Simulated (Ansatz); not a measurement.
Geometry optimisation, Ansatz 0.2.0, RKS PBE-D4/6-31G.

Input:

```yaml
crystal:
  periodic: [false, false, false]
  atoms:
    - { symbol: "N", position_ang: [-0.9695, 0.8193, 0.5726] }
    - { symbol: Si, position_ang: [0.293, -0.1536, 0.2495] }
    - { symbol: F, position_ang: [1.4067, 0.7932, -0.36] }
    - { symbol: S, position_ang: [-0.2642, -1.5085, -1.2393] }
    - { symbol: H, position_ang: [-0.6546, 1.6973, 0.9845] }
    - { symbol: H, position_ang: [-1.3837, 1.1787, -0.3405] }
    - { symbol: H, position_ang: [0.7687, -0.8061, 1.4977] }
    - { symbol: H, position_ang: [0.8958, -2.0773, -1.4203] }
basis:
  gaussian: { orbitals: "6-31G" }
hamiltonian:
  xc: pbe
  dispersion: d4
relax:
  f_tol: 0.02
  max_steps: 50
output:
  orbitals: {}
```

Run as:

```bash
$ ansatz run input.yaml --threads 1 --pin off --max-ram 2048MiB --backend cpu --events-out ev --progress --plain --runs-dir out
```

Problem. Where does it end, and by what steps?

Solution. The forces met the threshold. Limits of this set-up: no polarisation functions. After 10 steps the energy has fallen by 1.507 eV; H5 moved furthest, 0.54 Å.

```
step  energy less start (eV)  largest force component (eV/Å)  accepted
   0                  0.0000                           4.555       yes
   1                 -1.0505                           2.670       yes
   2                 -1.3694                           1.283       yes
   3                 -1.4610                           0.535       yes
   4                 -1.4827                           0.603       yes
   5                 -1.4666                           0.289        no
   6                 -1.5005                           0.305       yes
   7                 -1.4954                           0.342        no
   8                 -1.5067                           0.039       yes
   9                 -1.5070                           0.060       yes
  10                 -1.5072                           0.006       yes
```

```xyz
8
Properties=species:S:1:pos:R:3
N -0.914 1.013 0.414
Si 0.405 -0.113 0.267
F 1.841 0.497 -0.456
S -0.342 -1.688 -1.128
H -1.084 1.541 1.266
H -1.497 1.276 -0.376
H 0.804 -0.555 1.651
H 0.879 -2.028 -1.694
```

Whether the end is a true minimum wasn't checked by a vibrational analysis.

The run took 35 s on 1 thread of Intel(R) Xeon(R) Processor @ 2.70GHz (shared host), peak memory 0.16 GiB.
